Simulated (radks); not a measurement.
The numbers below are computed, except where a source is named.
Task: The table gives one normalised radial function P(r) = r R(r) of Os75+ in 1s1 (r in bohr). Level of theory: scalar-relativistic Kohn-Sham, LB94 model potential, spin-polarised, spherical densities, finite nucleus; open shells are filled with parallel spins first (spin-orbit coupling, left out, can overturn this in heavy ions); Fermi nuclear charge, rms radius 5.4126 fm (a radial shooting solver on a logarithmic mesh with Libxc functionals).

r           P
0.0006627  1.4127
0.0007122  1.4946
0.0007715  1.5907
0.0008291  1.6819
0.000891   1.7777
0.0009576  1.8782
0.001037   1.9957
0.001115   2.1068
0.001198   2.2230
0.001287   2.3445
0.001395   2.4859
0.001499   2.6188
0.001611   2.7571
0.001731   2.9009
0.001875   3.0670
0.002015   3.2221
0.002165   3.3824
0.002327   3.5475
0.002521   3.7364
0.002709   3.9109
0.002911   4.0892
0.003129   4.2707
0.003389   4.4753
0.003642   4.6612
0.003914   4.8479
0.004207   5.0342
0.004557   5.2395
0.004897   5.4211
0.005263   5.5982
0.005656   5.7690
0.006127   5.9494
0.006584   6.1010
0.007075   6.2402
0.007604   6.3649
0.008237   6.4835
0.008852   6.5696
0.009513   6.6337
0.01022    6.6733
0.01107    6.6859
0.0119     6.6666
0.01279    6.6162
0.01374    6.5333
0.01489    6.4014
0.016      6.2464
0.0172     6.0568
0.01848    5.8334
0.02002    5.5471
0.02151    5.2576
0.02312    4.9412
0.02484    4.6018
0.02691    4.2033
0.02892    3.8313
0.03108    3.4526
0.0334     3.0735
0.03618    2.6595
0.03889    2.3000
0.04179    1.9588
0.04491    1.6410
0.04865    1.3203
0.05228    1.0639
0.05618    0.8399
0.06038    0.6485
0.06541    0.4731
0.07029    0.3467

Which n and l does it have? It may be an empty orbital.

Result: n = 1, l = 0: the number of nodes gives n - l - 1 = 0, the rise at small r (about r^(l+1), flatter next to the nucleus through relativity) gives l, and the extent must fit the shell. The curve is that of 1s up; the table hardly tells the two spins apart. 1s up: eigenvalue -85576 eV, 0 radial nodes, <r> = 0.0175 bohr, 90 % of the charge inside 0.0319 bohr.
